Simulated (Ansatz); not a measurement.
Isolated molecules relaxed with PBE0-D4/def2-TZVP in Ansatz; ΔE leaves out vibrations. CBS: MP2 limit from def2 TZ/QZ plus the TZ coupled-cluster correction, frozen cores. DFT in def2-TZVPP. B3LYP here is the variant with VWN-RPA as its local correlation; programs differ in this. def2 core potentials past Kr. For Ge, Sn outer-core shells are correlated without core-valence functions, which leaves a few kJ/mol of doubt a bond. Scalar relativity is left out up to krypton. Each species was taken in one conformer, which may not be the lowest.

Reaction (redistribution): `OB[O][SnH3]` + `N#[C][GeH3]` → `[GeH3][SnH3]` + `N#COBO`

`OB[O][SnH3]`:

Z-matrix (Å, degrees):
```
Sn
O 1 1.992
H 1 1.701 2 107.9
H 1 1.702 2 101.7 3 -118.5
H 1 1.701 2 107.9 3 123.0
B 2 1.339 1 121.4 3 -61.4
O 6 1.375 2 118.9 1 0.0
H 6 1.203 2 120.6 1 180.0
H 7 0.958 6 113.6 2 180.0
```

`N#[C][GeH3]`:

```xyz
6

N    -1.294   -0.404   -2.057
C    -0.689   -0.215   -1.096
Ge    0.321    0.100    0.511
H     1.799    0.026    0.127
H    -0.067   -0.997    1.501
H    -0.069    1.489    1.015
```

`[GeH3][SnH3]`:

Z-matrix (Å, degrees):
```
Ge
Sn 1 2.595
H 1 1.538 2 110.4
H 1 1.538 2 110.4 3 -120.0
H 1 1.538 2 110.4 3 120.0
H 2 1.707 1 110.4 3 59.1
H 2 1.707 1 110.5 3 -61.0
H 2 1.707 1 110.4 3 179.0
```

`N#COBO`:

Cartesian coordinates in Å:
```
N -2.608 0.341 -1.098
C -1.600 -0.108 -0.766
O -0.495 -0.661 -0.418
B 0.503 0.055 0.247
O 1.590 -0.666 0.538
H 0.338 1.208 0.503
H 2.273 -0.170 0.994
```

**Question.** Is it downhill or uphill in electronic energy at CCSD(T)/CBS, and by how much? (Best estimate.)

**Answer.** Ansatz gave: Uphill: ΔE = +1.16 eV.

**Question.** What do these levels give: PBE-D4, B3LYP-D4, ωB97X-V, B2PLYP, PBE, r2SCAN, B3LYP, SCS-MP2/def2-TZVPP, CCSD/def2-TZVPP, CCSD(T)/def2-TZVPP, HF/def2-QZVPP, HF/CBS(def2)? (An estimate is asked.)

**Answer.** The calculation gave: PBE-D4 0.79, B3LYP-D4 0.96, ωB97X-V 1.05, B2PLYP 1.07, PBE 0.77, r2SCAN 0.93, B3LYP 0.94, SCS-MP2/def2-TZVPP 1.25, CCSD/def2-TZVPP 1.15, CCSD(T)/def2-TZVPP 1.16, HF/def2-QZVPP 1.15, HF/CBS(def2) 1.15 eV.

Largest T1 diagnostic among the species: 0.015.
